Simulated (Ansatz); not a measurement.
Reaction (ligand exchange at the Si–Cl bond): `F[SiH2]Cl` + `C=C[SiH2]O` → `C=C[SiH2]O[SiH2]F` + HCl

Calculated with Ansatz (gas phase, PBE0-D4/def2-TZVP geometries, no zero-point term in ΔE). CBS: MP2 limit from def2 TZ/QZ plus the TZ coupled-cluster correction, frozen cores. This one scheme is used for every species. Functionals use def2-TZVPP. One conformer a species, not always the lowest.

```json
{"level": "r2SCAN-D4", "ΔE (kcal/mol)": "-5.7", "difference from CCSD(T)/CBS": "1.3"}
{"level": "PBE0", "ΔE (kcal/mol)": "-4.2", "difference from CCSD(T)/CBS": "2.8"}
{"level": "BHLYP", "ΔE (kcal/mol)": "-7.4", "difference from CCSD(T)/CBS": "-0.4"}
{"level": "HF/def2-TZVPP", "ΔE (kcal/mol)": "-8.7", "difference from CCSD(T)/CBS": "-1.7"}
{"level": "SCS-MP2/def2-TZVPP", "ΔE (kcal/mol)": "-7.6", "difference from CCSD(T)/CBS": "-0.6"}
{"level": "CCSD/def2-TZVPP", "ΔE (kcal/mol)": "-8.0", "difference from CCSD(T)/CBS": "-1.0"}
{"level": "CCSD(T)/def2-TZVPP", "ΔE (kcal/mol)": "-7.6", "difference from CCSD(T)/CBS": "-0.6"}
{"level": "MP2/def2-QZVPP", "ΔE (kcal/mol)": "-6.6", "difference from CCSD(T)/CBS": "0.4"}
{"level": "HF/CBS(def2)", "ΔE (kcal/mol)": "-9.3", "difference from CCSD(T)/CBS": "-2.3"}
{"level": "MP2/CBS(def2)", "ΔE (kcal/mol)": "-6.2", "difference from CCSD(T)/CBS": "0.8"}
{"level": "CCSD(T)/CBS", "ΔE (kcal/mol)": "-7.0", "difference from CCSD(T)/CBS": "0"}
```

Largest T1 diagnostic among the species: 0.012.

Leaving LDA and LC-ωPBE aside and taking each functional with its dispersion term where it has one, the values, not all of them listed here, spread over 4.6 kcal/mol, from BHLYP-D4 to PBE-D4. LDA lies −1.6 kcal/mol from PBE without D4. From PBE to PBE0 (25 % exact exchange), in def2-TZVPP and without D4, ΔE moves by −1.0 kcal/mol. In def2-TZVPP, CCSD(T) changes the Hartree–Fock value by +1.1 kcal/mol (the triples alone add +0.4 kcal/mol) and MP2 by +1.9 kcal/mol.
